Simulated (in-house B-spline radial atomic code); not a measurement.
**RPA and G0W0 on r2SCAN: Ni XIX (Ni18+)**

Configuration [He] 2s2 2p6, mean-field start r2SCAN. Computed with a B-spline radial code for spherical atoms: all electrons, scalar-relativistic (spin-free one-electron X2C), finite nucleus, each spin shell either full or empty, empty states to l = 9 with an (l + 1/2)⁻⁴ tail; G0W0 by contour deformation at full frequency.

Command:
```bash
python run_gw.py task.json out
```
Settings (radii: box in bohr, nucleus in fm):
```
Z                        28
electrons                10
configuration            [He] 2s2 2p6
hamiltonian              x2c
method                   r2scan
lmax                     9
rms_radius               3.7757
spin_polarised           False
box_radius               4.4
intervals                64
```

Run time, properties included: 1.2 s on 1 thread of Arm Neoverse N1, on a shared host.

Energies (hartree):

| term | value |
| --- | --- |
| mean-field total | -1350.31199 |
| Hartree-Fock functional on these orbitals | -1349.86492 |
| direct second order | -0.66791 |
| second-order exchange | 0.23516 |
| SOSEX correction | 0.22872 |

(1) What is the RPA correlation energy, and what remains with SOSEX?

Quasi-particle levels (eV):

```csv
level,occupied,mean field,Σx - vxc,Σc,QP weight,G0W0
2p,yes,-1500.79,-47.52,?,?,?
2s,yes,-1635.11,-57.68,4.05,0.994,-1688.75
1s,yes,-8914.10,-170.74,26.19,0.958,-9058.65
3s,no,-610.88,4.63,-0.86,0.999,-607.11
```

G0W0 = mean field + (Σx - vxc) + Σc, with Σc (partial-wave tail included) taken at the quasi-particle energy.

(2) Where does G0W0 put 2p?

Results:

(1) RPA gives -0.64158 hartree (-1.75 eV per electron); RPA + SOSEX gives -0.41286, and the second-order doubles -0.43274 hartree (no singles). SOSEX takes back 36 % of the RPA value.

(2) At -1546.39 eV, with Σc = 1.91 eV and a quasi-particle weight of 0.995. The tabulated removal energy is 1540.1 ± 0.5 eV (NIST, measured); the calculation leaves out spin-orbit coupling, Breit and QED terms, and what these don't explain is the method's own error.
